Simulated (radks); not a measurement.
Task: The magnesium ion Mg4+, 8 electrons, occupied as [He] 2s2 2p4 (the NIST ground configuration). Method: non-relativistic Kohn-Sham, r2SCAN, spin-polarised, spherical densities, point nucleus; open shells are filled with parallel spins first; meta-GGA in the generalised Kohn-Sham scheme; computed with a radial shooting solver on a logarithmic mesh with Libxc functionals. Some entries of the table are withheld. Estimate them.

orbital,occ.,eigenvalue (eV),<r^2> (bohr^2)
1s up,1,-1367.198,(1)
1s down,1,-1363.339,(2)
2s up,1,-166.4077,(3)
2s down,1,-158.7851,(4)
2p up,3,(5),0.4459
2p down,1,(6),0.4726

Result: 
(1) 1s up <r^2> (bohr^2): 0.02309
(2) 1s down <r^2> (bohr^2): 0.02291
(3) 2s up <r^2> (bohr^2): 0.4923
(4) 2s down <r^2> (bohr^2): 0.5095
(5) 2p up eigenvalue (eV): -133.5363
(6) 2p down eigenvalue (eV): -124.6659
